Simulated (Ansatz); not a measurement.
`CCB(O)O[SiH3]` + `[NH2][SbH][OH]` → `[OH][SbH][NH][SiH3]` + `CCB(O)O`  (ligand exchange at the Si–O bond)

Computed with Ansatz on PBE0-D4/def2-TZVP structures; ΔE is electronic, products minus reactants. CBS: MP2 limit from def2 TZ/QZ plus the TZ coupled-cluster correction, frozen cores. DFT in def2-TZVPP. B3LYP here is the variant with VWN-RPA as its local correlation; programs differ in this. def2 core potentials past Kr. For Sb outer-core shells are correlated without core-valence functions, which leaves a few kJ/mol of doubt a bond. One conformer a species, not always the lowest.

```tsv
level	ΔE (kJ/mol)	difference from CCSD(T)/CBS
PBE-D4	20.2	-5.0
r2SCAN-D4	26.3	1.1
PBE0-D4	22.0	-3.2
B3LYP-D4	27.6	2.4
ωB97X-V	26.8	1.6
ωB97M-V	25.7	0.5
B2PLYP	27.6	2.4
PBE	21.3	-3.9
r2SCAN	26.3	1.1
PBE0	22.9	-2.3
B3LYP	29.7	4.5
HF/def2-TZVPP	37.9	12.7
MP2/def2-TZVPP	22.3	-2.9
SCS-MP2/def2-TZVPP	25.7	0.5
CCSD/def2-TZVPP	26.0	0.8
CCSD(T)/def2-TZVPP	24.0	-1.2
HF/def2-QZVPP	38.8	13.6
MP2/def2-QZVPP	23.3	-1.9
SCS-MP2/def2-QZVPP	26.6	1.4
HF/CBS(def2)	38.9	13.7
MP2/CBS(def2)	23.5	-1.7
CCSD/CBS(def2)	27.3	2.1
CCSD(T)/CBS	25.2	0
```

Largest T1 diagnostic among the species: 0.014.

In def2-TZVPP, CCSD(T) changes the Hartree–Fock value by −14.0 kJ/mol (the triples alone add −2.1 kJ/mol) and MP2 by −15.7 kJ/mol.
